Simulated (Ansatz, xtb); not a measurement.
ClGeH7Si2: where a starting geometry ends

The starting geometry of this gas-phase singlet has its atoms placed at random.

```yaml
atoms:
  - { symbol: Cl, position_ang: [0.5319, -0.2539, 1.9120] }
  - { symbol: Ge, position_ang: [1.5212, -0.5842, -2.0188] }
  - { symbol: Si, position_ang: [-0.7802, 1.3783, -1.4360] }
  - { symbol: Si, position_ang: [-1.7007, -0.2237, 0.1612] }
  - { symbol: H, position_ang: [-0.3286, 0.6607, 0.7174] }
  - { symbol: H, position_ang: [-1.3395, 0.0453, -1.8558] }
  - { symbol: H, position_ang: [-1.4027, -0.3025, 2.0960] }
  - { symbol: H, position_ang: [-1.8720, -1.6569, 0.6907] }
  - { symbol: H, position_ang: [0.4483, -1.5127, -0.8203] }
  - { symbol: H, position_ang: [-0.8791, -0.7908, -1.3749] }
  - { symbol: H, position_ang: [-1.3597, 1.5104, 0.2994] }
```

**Question.** Guess where an optimisation with r2SCAN-D4/def2-SVP ends from this start.

**Answer.** It loosens into GeH4Si2 + ClH + H2, which stay close as a complex. Distances that change by over a tenth: Si4–H10 (1.83 → 4.08 Å). Contacts that open: Si3–H6 (1.51 → 3.83 Å), Si4–H5 (1.72 → 3.14 Å), Si4–H11 (1.77 → 3.42 Å). Contacts that close: Cl1–H5 (1.73 → 1.31 Å), Ge2–Si3 (3.08 → 2.26 Å), Si3–H11 (1.83 → 1.48 Å), Si4–H7 (1.96 → 1.49 Å), Si4–H9 (2.69 → 1.60 Å), H6–H10 (1.07 → 0.76 Å).

The energy falls by 10.57 eV over 62 steps:

```csv
step,E − E(last) (eV)
1,10.567
8,1.686
15,0.507
21,0.167
28,0.103
35,0.049
42,0.015
48,0.012
55,0.003
62,0.000
```

Final geometry (Å):

```xyz
11

Cl    1.0109    0.4834    3.2011
Ge    1.1175    0.0650   -0.8010
Si   -0.6641    1.3735   -0.3383
Si   -1.4343   -0.6478    0.3273
H     0.8117    0.8168    1.9529
H    -1.2228   -1.1057   -3.2050
H    -1.5106   -1.0422    1.7636
H    -2.4014   -1.4336   -0.4953
H    -0.0360   -1.2900   -0.1208
H    -1.5293   -1.6626   -3.6214
H    -1.3026    2.7133   -0.2922
```

From the same start GFN2-xTB ends elsewhere, differing in Cl1–Ge2 (2.66 against 4.03 Å here), Ge2–H9 (4.32 against 1.90 Å here), Ge2–H10 (1.64 against 4.24 Å here), Si3–H6 (1.48 against 3.83 Å here), H6–H10 (3.33 against 0.76 Å here).

From so rough a start the end depends on the optimiser's path, so another program may land elsewhere. No frequencies were run, so the end isn't proven a minimum. Run with Ansatz 0.2.0, 2.6 min on 2 threads of Intel(R) Xeon(R) Platinum 8375C CPU @ 2.90GHz (Ice Lake), with other jobs on the host.
